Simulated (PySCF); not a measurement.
AlBrFH. Atoms are numbered in the order given.

```xyz
4

Al    -0.5247     1.1128     0.0000
H     -2.0160     1.5678     0.0000
F      0.6748     2.2408     0.0000
Br     0.0790    -1.0343     0.0000
```

Geometry: ωB97X-D3(BJ)/def2-TZVP.

The numbers are results of TDDFT-M06-2X/def2-SVPD run with PySCF 2.14.0, not measurements.

Vertical excitations. Gas-phase values at a fixed geometry. State labels are in the subgroup Cs.

| state | symmetry | energy (eV) | λ (nm) | f | main pairs |
|---|---|---|---|---|---|
| S1 | A" | 6.28 | 197 | 0.003 | HOMO→LUMO 97 % |
| S2 | A' | 6.91 | 179 | 0.048 | HOMO→LUMO+1 53 %, HOMO−1→LUMO 37 % |
| S3 | A' | 6.99 | 177 | 0.037 | HOMO−1→LUMO 56 %, HOMO→LUMO+1 34 % |
| S4 | A" | 7.01 | 177 | 0.003 | HOMO−2→LUMO 88 % |
| S5 | A" | 7.16 | 173 | 0.072 | HOMO−1→LUMO+1 78 % |
| S6 | A' | 8.11 | 153 | 0.120 | HOMO−2→LUMO+1 67 %, HOMO→LUMO+3 18 % |
| S7 | A' | 8.59 | 144 | 0.023 | HOMO→LUMO+2 72 % |
| S8 | A" | 8.67 | 143 | 0.016 | HOMO−1→LUMO+3 85 % |
| S9 | A' | 8.78 | 141 | 0.392 | HOMO→LUMO+3 61 %, HOMO−2→LUMO+1 14 %, HOMO→LUMO+2 10 % |
| S10 | A" | 8.86 | 140 | 0.060 | HOMO−1→LUMO+2 69 % |
| T1 | A" | 6.06 | 204 | 0 | HOMO→LUMO 80 %, HOMO−2→LUMO 16 % |
| T2 | A' | 6.28 | 197 | 0 | HOMO−1→LUMO 94 % |
| T3 | A' | 6.54 | 190 | 0 | HOMO→LUMO+1 76 % |
| T4 | A" | 6.57 | 189 | 0 | HOMO−2→LUMO 76 %, HOMO→LUMO 17 % |
Triplets are in the Tamm–Dancoff approximation, which puts them higher than full response would, so one can lie above its singlet here.
